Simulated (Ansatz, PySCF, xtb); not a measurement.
Complex: CH4 (SMILES C) (first 5 atoms) with ClH3Si (SMILES [SiH3]Cl); geometry from B3LYP-D3(BJ)/def2-TZVP, rigid monomers moved along the line of their centres of mass till C1···Si6 is 3.44 Å.
(charge 0, multiplicity 1):
```xyz
10

C      0.00178    -0.09047     0.20817
H      0.38484    -0.03688    -0.80990
H     -0.33411    -1.10568     0.41539
H      0.79038     0.18140     0.90802
H     -0.83480     0.59879     0.31608
Si    -0.92703    -0.04247     3.52169
Cl     1.09030     0.39161     3.64548
H     -1.58724     1.01643     2.73537
H     -1.47407    -0.08380     4.89204
H     -1.08566    -1.35291     2.86388
```

Counterpoise-corrected where a basis set is named; no monomer relaxation. Rows marked so take none.

Rows in 6-31G* carry no dispersion term and start afresh at each structure (6-31G* with six Cartesian d functions).

Codes used: Ansatz (a program for electronic structure) with Gaussian orbitals; PySCF for 6-31G* rows, the dispersion terms; xtb for the GFN methods. 

**Question.** One of these levels gives -27.1 meV for the interaction energy. Name it.
(A) r2SCAN/def2-TZVPPD
(B) GFN1-xTB
(C) BP86/6-31G* (no counterpoise)
(D) r2SCAN-D3(BJ)/def2-TZVPPD

**Answer.** B, GFN1-xTB. The others give 89.0 (BP86/6-31G* (no counterpoise)), 17.8 (r2SCAN/def2-TZVPPD), -6.6 (r2SCAN-D3(BJ)/def2-TZVPPD)
